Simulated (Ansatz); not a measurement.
Gas-phase electronic energies from Ansatz, PBE0-D4/def2-TZVP geometries. CBS: MP2 limit from def2 TZ/QZ plus the TZ coupled-cluster correction, frozen cores. This one scheme is used for every species. DFT in def2-TZVPP. B3LYP here is the variant with VWN-RPA as its local correlation; programs differ in this. For Se outer-core shells are correlated without core-valence functions, which leaves a few kJ/mol of doubt a bond. Scalar relativity is left out up to krypton. Each species was taken in one conformer, which may not be the lowest.

Reaction (redistribution): `[SiH3][SiH2][SeH]` + `N[SiH2]C(=O)O` → `O=C(O)[SiH2][SeH]` + `N[SiH2][SiH3]`

```
             level  ΔE (kcal/mol)  difference from CCSD(T)/CBS
            PBE-D4            3.6                         -0.4
         r2SCAN-D4            3.9                         -0.1
           PBE0-D4            3.8                         -0.2
          B3LYP-D4            3.7                         -0.3
           ωB97X-V            3.8                         -0.2
           ωB97M-V            3.9                         -0.1
            B2PLYP            3.9                         -0.1
               PBE            3.7                         -0.3
            r2SCAN            3.9                         -0.1
              PBE0            3.8                         -0.2
             B3LYP            3.8                         -0.2
     HF/def2-TZVPP            4.0                          0.0
    MP2/def2-TZVPP            3.9                         -0.1
SCS-MP2/def2-TZVPP            3.8                         -0.2
   CCSD/def2-TZVPP            3.9                         -0.1
CCSD(T)/def2-TZVPP            3.9                         -0.1
     HF/def2-QZVPP            4.0                          0.0
    MP2/def2-QZVPP            4.0                          0.0
SCS-MP2/def2-QZVPP            3.9                         -0.1
      HF/CBS(def2)            4.0                          0.0
     MP2/CBS(def2)            4.0                          0.0
    CCSD/CBS(def2)            4.0                          0.0
       CCSD(T)/CBS            4.0                            0
```

Largest T1 diagnostic among the species: 0.015.
